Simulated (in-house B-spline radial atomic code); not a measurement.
**RPA and G0W0 on SCAN: S V (S4+)**

Configuration [Ne] 3s2, mean-field start SCAN. Computed with a B-spline radial code for spherical atoms: all electrons, non-relativistic, point nucleus, each spin shell either full or empty, empty states to l = 9 with an (l + 1/2)⁻⁴ tail; G0W0 by contour deformation at full frequency.

Command:
```bash
python run_gw.py task.json out
```
Settings (radii: box in bohr, nucleus in fm):
```
Z                        16
electrons                12
configuration            [Ne] 3s2
hamiltonian              nr
method                   scan,scan
lmax                     9
spin_polarised           False
box_radius               11.96
intervals                48
ion_configuration        [Ne] 3s1
```

Cost of the run: 2.9 s on 1 thread of Arm Neoverse N1 (shared host).

Energies (hartree):

```
                                     term       value
                         mean-field total  -393.87450
Hartree-Fock functional on these orbitals  -393.36465
                      direct second order    -0.84702
                    second-order exchange     0.31055
                         SOSEX correction     0.27496
```

(1) What is the RPA correlation energy, and what remains with SOSEX?

Quasi-particle levels (eV):

| level | occupied | mean field | Σx - vxc | Σc | QP weight | G0W0 |
| --- | --- | --- | --- | --- | --- | --- |
| 3s | yes | -66.02 | -4.78 | ? | ? | ? |
| 2p | yes | -219.00 | -22.11 | 4.49 | 0.916 | -236.62 |
| 3p | no | -53.10 | 7.18 | -1.86 | 0.941 | -47.79 |

G0W0 = mean field + (Σx - vxc) + Σc, with Σc (partial-wave tail included) taken at the quasi-particle energy. Levels of low weight are left out.

(2) Where does G0W0 put 3s?

(3) What does it cost to remove one electron (to [Ne] 3s1) by differences of total energies, each species on its own start (correlation terms add to the Hartree-Fock functional)?

## Answers

(1) RPA gives -0.74041 hartree (-1.68 eV per electron); RPA + SOSEX gives -0.46544, and the second-order doubles -0.53646 hartree (no singles). SOSEX takes back 37 % of the RPA value.

(2) At -72.91 eV, with Σc = -2.11 eV and a quasi-particle weight of 0.953. The tabulated removal energy is 72.594 eV (NIST, measured); the calculation leaves out relativity, Breit and QED terms, and what these don't explain is the method's own error.

(3) SCAN 71.65 eV, Hartree-Fock functional 70.60 eV, + RPA 72.92 eV, + RPA + SOSEX 72.31 eV, + second order 73.06 eV. Tabulated: 72.594 eV (NIST, measured); the calculation leaves out relativity, Breit and QED terms, and what these don't explain is the method's own error.
